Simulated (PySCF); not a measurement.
# Spinor energies of Ne⁵⁺ (neon, charge +5)

Start: [He] 2s2 2p1; 2p1/2 filled at m_j = +1/2. Calculated with PySCF 2.14 in an even-tempered Gaussian basis (18 s from 0.45 bohr⁻², ratio 2.4; 11 p from 0.58 bohr⁻², ratio 2.4; 5 d from 2.6 bohr⁻², ratio 2.6; 5 f from 3.9 bohr⁻², ratio 2.6): generalised Hartree-Fock with the X2C-1e Hamiltonian and a Gaussian nucleus; one run each with spin-orbit coupling (SO) switched off, then screened by Boettger's factors.

| spinor shell | electrons | ε, spin-free (eV) | ε, screened SO (eV) | weight of nominal j (screened SO) | rms radius, screened SO (bohr) |
| --- | --- | --- | --- | --- | --- |
| 1s1/2 | 2 | -1057.2 | -1057.2 | 1.000 | 0.181 |
| 2s1/2 | 2 | -172.95 | -172.93 | 1.000 | 0.799 |
| 2p1/2 | 1 | -158.80 | -158.91 | 0.960 | 0.729 |

```csv
quantity,spin-free,screened SO
E (hartree),-116.05559,-116.05955
M_J,1/2,1/2
⟨J²⟩,1.106,0.871
⟨L²⟩,2.005,2.005
⟨S²⟩,0.752,0.752
```

Each row is a mean over spinors that exchange with the open shell spreads, by up to 0.449 eV (2s1/2).

⟨J²⟩ departs a little from M_J(M_J + 1) because the unrestricted spinors polarise the closed shells.

Without spin-orbit coupling the j labels of p, d and f shells carry no meaning; the spin-free column gives the mean over the occupied spinors of each nl shell, and its ⟨J²⟩ belongs to a mixture of degenerate components.
